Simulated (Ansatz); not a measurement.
One change: `[F][Hf]([F])([F])[F]` becomes `C[S][Hf]([F])([F])[F]`.

Ansatz, PBE0-D4/def2-TZVP geometries, multiplicity 1. Each molecule was computed in one conformer, which needn't be the lowest.

Elements past krypton have def2 core potentials.

| property | `[F][Hf]([F])([F])[F]` |
| --- | --- |
| size of the dipole moment (PBE/def2-TZVPP) / D | 0.00 |
| HOMO–LUMO gap (ωB97M-V/def2-TZVPP) / eV | 14.96 |
| HOMO energy (PBE/def2-TZVPP) / eV | -10.11 |
| HOMO–LUMO gap (B3LYP/def2-TZVPP) / eV | 10.59 |
| HOMO energy (B3LYP/def2-TZVPP) / eV | -11.87 |
| HOMO–LUMO gap (PBE0/def2-TZVPP) / eV | 11.27 |

What does the change do to each property? (Best estimate.)

The calculation gave: 
```
                                      property  `C[S][Hf]([F])([F])[F]`  shift
size of the dipole moment (PBE/def2-TZVPP) / D                     1.70   1.70
       HOMO–LUMO gap (ωB97M-V/def2-TZVPP) / eV                    10.42  -4.54
             HOMO energy (PBE/def2-TZVPP) / eV                    -6.39   3.72
         HOMO–LUMO gap (B3LYP/def2-TZVPP) / eV                     5.92  -4.67
           HOMO energy (B3LYP/def2-TZVPP) / eV                    -7.38   4.49
          HOMO–LUMO gap (PBE0/def2-TZVPP) / eV                     6.41  -4.86
```

With PBE0 the HOMO rises by 4.56 eV and the LUMO falls by 0.30 eV, so the gap narrows by about 4.86 eV. PBE moves the HOMO by 3.72 eV and ωB97M-V by 4.94 eV.

B3LYP here is the variant with VWN-RPA as its local correlation; programs differ in this.
